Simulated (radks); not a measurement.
Q: The table gives one normalised radial function P(r) = r R(r) (large component) of La4+ in [Kr] 4d(3/2: 4, 5/2: 5) 5s2 5p6 (r in bohr). All-electron calculation, Dirac Kohn-Sham, BLYP, spin-unpolarised, spherical densities, finite nucleus; Fermi nuclear charge, rms radius 4.855 fm. Program: a radial shooting solver on a logarithmic mesh with Libxc functionals.

r           P
0.001013   0.0012
0.00117    0.0015
0.00134    0.0020
0.001535   0.0026
0.001759   0.0034
0.002031   0.0044
0.002327   0.0057
0.002666   0.0074
0.003079   0.0097
0.003528   0.0125
0.004042   0.0160
0.00463    0.0206
0.005348   0.0267
0.006127   0.0341
0.007019   0.0433
0.008106   0.0556
0.009287   0.0701
0.01064    0.0880
0.01219    0.1097
0.01408    0.1376
0.01613    0.1690
0.01848    0.2057
0.02134    0.2503
0.02445    0.2975
0.02801    0.3483
0.03209    0.4008
0.03706    0.4544
0.04246    0.4982
0.04865    0.5290
0.05618    0.5390
0.06437    0.5180
0.07375    0.4592
0.08449    0.3563
0.09758    0.1967
0.1118     0.0032
0.1281    -0.2181
0.1479    -0.4563
0.1695    -0.6501
0.1942    -0.7746
0.2224    -0.7932
0.2569    -0.6696
0.2943    -0.4130
0.3372    -0.0441
0.3894     0.4124
0.4461     0.8324
0.5111     1.1678
0.5856     1.3614
0.6763     1.3851
0.7748     1.2534
0.8877     1.0215
1.025      0.7350
1.175      0.4833
1.346      0.2844
1.542      0.1484
1.78       0.0645
2.04       0.0252
2.337      0.0083
2.699      0.0021
3.092      0.0005
3.543      0.0001
4.059      0.0000
4.687      0.0000
5.37       0.0000

Which n and l does it have? It may be an empty orbital.

A: n = 4, l = 1: the number of nodes gives n - l - 1 = 2, the rise at small r points to l (this Dirac orbital starts outside the nucleus as r^gamma with gamma = sqrt((l + 1)^2 - (Z/c)^2) = 1.96; the j = 3/2 orbital of l + 1 starts with the same power, but with a smaller coefficient, and then steepens), and the extent must fit the shell. The curve is that of 4p3/2; the two j differ most near the nucleus, where j = l - 1/2 has the larger amplitude, and in heavy atoms j = l - 1/2 is also the more compact. 4p3/2: eigenvalue -240.96 eV, 2 radial nodes at r = 0.112, 0.342 bohr, <r> = 0.696 bohr, 90 % of the charge inside 1.01 bohr.
